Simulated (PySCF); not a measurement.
CH6O2Si2. Atoms are numbered in the order given.

```xyz
11

O     -0.2588    -3.2054     0.0000
C     -0.6348    -2.0546     0.0000
Si     0.6588    -0.6268     0.0000
O     -0.1569     0.8144     0.0000
Si    -0.1946     2.4757     0.0000
H     -1.7371    -1.8122     0.0000
H      1.5041    -0.7661     1.2186
H      1.5041    -0.7661    -1.2186
H     -1.6165     2.9108     0.0000
H      0.4908     3.0025     1.2150
H      0.4908     3.0025    -1.2150
```

Geometry optimised at B3LYP-D3(BJ)/def2-SVP. Other conformers were not sampled.

These are B3LYP-D3(BJ)/def2-SVP run with PySCF values and carry that method's errors.

Frequencies are harmonic and unscaled.

Computed vibrational spectrum:
```json
[
 {"mode": "1", "ν (cm⁻¹)": "22", "IR (km/mol)": "0.0", "Raman (Å⁴/amu)": "0.3", "depolarisation": "0.75", "moving atoms (share of kinetic energy)": "O 64 %, H 20 %, Si 16 %"},
 {"mode": "2", "ν (cm⁻¹)": "48", "IR (km/mol)": "0.0", "Raman (Å⁴/amu)": "0.4", "depolarisation": "0.75", "moving atoms (share of kinetic energy)": "H 87 %"},
 {"mode": "3", "ν (cm⁻¹)": "56", "IR (km/mol)": "0.3", "Raman (Å⁴/amu)": "0.1", "depolarisation": "0.59", "moving atoms (share of kinetic energy)": "O 47 %, Si 35 %, H 15 %"},
 {"mode": "4", "ν (cm⁻¹)": "77", "IR (km/mol)": "10.6", "Raman (Å⁴/amu)": "3.0", "depolarisation": "0.75", "moving atoms (share of kinetic energy)": "O 42 %, H 28 %, C 24 %"},
 {"mode": "5", "ν (cm⁻¹)": "155", "IR (km/mol)": "14.2", "Raman (Å⁴/amu)": "0.4", "depolarisation": "0.55", "moving atoms (share of kinetic energy)": "O 45 %, Si 32 %, H 14 %, C 9 %"},
 {"mode": "6", "ν (cm⁻¹)": "311", "IR (km/mol)": "4.9", "Raman (Å⁴/amu)": "7.4", "depolarisation": "0.36", "moving atoms (share of kinetic energy)": "O 57 %, C 21 %, Si 18 %"},
 {"mode": "7", "ν (cm⁻¹)": "488", "IR (km/mol)": "27.7", "Raman (Å⁴/amu)": "8.2", "depolarisation": "0.75", "moving atoms (share of kinetic energy)": "H 85 %, Si 12 %"},
 {"mode": "8", "ν (cm⁻¹)": "602", "IR (km/mol)": "3.0", "Raman (Å⁴/amu)": "13.7", "depolarisation": "0.33", "moving atoms (share of kinetic energy)": "Si 70 %, O 15 %, H 14 %"},
 {"mode": "9", "ν (cm⁻¹)": "703", "IR (km/mol)": "4.7", "Raman (Å⁴/amu)": "12.7", "depolarisation": "0.20", "moving atoms (share of kinetic energy)": "C 55 %, Si 26 %, H 18 %"},
 {"mode": "10", "ν (cm⁻¹)": "714", "IR (km/mol)": "5.9", "Raman (Å⁴/amu)": "27.7", "depolarisation": "0.75", "moving atoms (share of kinetic energy)": "H 93 %"},
 {"mode": "11", "ν (cm⁻¹)": "741", "IR (km/mol)": "51.6", "Raman (Å⁴/amu)": "12.8", "depolarisation": "0.65", "moving atoms (share of kinetic energy)": "H 82 %, Si 9 %, O 8 %"},
 {"mode": "12", "ν (cm⁻¹)": "750", "IR (km/mol)": "77.3", "Raman (Å⁴/amu)": "0.1", "depolarisation": "0.75", "moving atoms (share of kinetic energy)": "H 82 %, O 12 %"},
 {"mode": "13", "ν (cm⁻¹)": "891", "IR (km/mol)": "447.3", "Raman (Å⁴/amu)": "4.1", "depolarisation": "0.70", "moving atoms (share of kinetic energy)": "H 85 %, Si 13 %"},
 {"mode": "14", "ν (cm⁻¹)": "896", "IR (km/mol)": "21.3", "Raman (Å⁴/amu)": "3.3", "depolarisation": "0.75", "moving atoms (share of kinetic energy)": "H 57 %, C 36 %"},
 {"mode": "15", "ν (cm⁻¹)": "952", "IR (km/mol)": "213.4", "Raman (Å⁴/amu)": "12.0", "depolarisation": "0.75", "moving atoms (share of kinetic energy)": "H 92 %"},
 {"mode": "16", "ν (cm⁻¹)": "957", "IR (km/mol)": "84.6", "Raman (Å⁴/amu)": "24.1", "depolarisation": "0.75", "moving atoms (share of kinetic energy)": "H 96 %"},
 {"mode": "17", "ν (cm⁻¹)": "960", "IR (km/mol)": "144.1", "Raman (Å⁴/amu)": "26.0", "depolarisation": "0.74", "moving atoms (share of kinetic energy)": "H 95 %"},
 {"mode": "18", "ν (cm⁻¹)": "1009", "IR (km/mol)": "241.3", "Raman (Å⁴/amu)": "19.0", "depolarisation": "0.75", "moving atoms (share of kinetic energy)": "H 84 %, Si 13 %"},
 {"mode": "19", "ν (cm⁻¹)": "1115", "IR (km/mol)": "425.2", "Raman (Å⁴/amu)": "1.6", "depolarisation": "0.73", "moving atoms (share of kinetic energy)": "O 75 %, Si 16 %, H 9 %"},
 {"mode": "20", "ν (cm⁻¹)": "1373", "IR (km/mol)": "15.1", "Raman (Å⁴/amu)": "7.9", "depolarisation": "0.40", "moving atoms (share of kinetic energy)": "H 81 %, C 11 %"},
 {"mode": "21", "ν (cm⁻¹)": "1787", "IR (km/mol)": "105.7", "Raman (Å⁴/amu)": "13.0", "depolarisation": "0.64", "moving atoms (share of kinetic energy)": "C 57 %, O 41 %"},
 {"mode": "22", "ν (cm⁻¹)": "2222", "IR (km/mol)": "54.7", "Raman (Å⁴/amu)": "15.4", "depolarisation": "0.72", "moving atoms (share of kinetic energy)": "H 98 %"},
 {"mode": "23", "ν (cm⁻¹)": "2224", "IR (km/mol)": "65.1", "Raman (Å⁴/amu)": "52.4", "depolarisation": "0.75", "moving atoms (share of kinetic energy)": "H 96 %"},
 {"mode": "24", "ν (cm⁻¹)": "2231", "IR (km/mol)": "134.1", "Raman (Å⁴/amu)": "325.8", "depolarisation": "0.06", "moving atoms (share of kinetic energy)": "H 98 %"},
 {"mode": "25", "ν (cm⁻¹)": "2232", "IR (km/mol)": "212.1", "Raman (Å⁴/amu)": "99.1", "depolarisation": "0.75", "moving atoms (share of kinetic energy)": "H 96 %"},
 {"mode": "26", "ν (cm⁻¹)": "2248", "IR (km/mol)": "101.9", "Raman (Å⁴/amu)": "155.5", "depolarisation": "0.18", "moving atoms (share of kinetic energy)": "H 97 %"},
 {"mode": "27", "ν (cm⁻¹)": "2802", "IR (km/mol)": "147.5", "Raman (Å⁴/amu)": "204.0", "depolarisation": "0.37", "moving atoms (share of kinetic energy)": "H 93 %"}
]
```
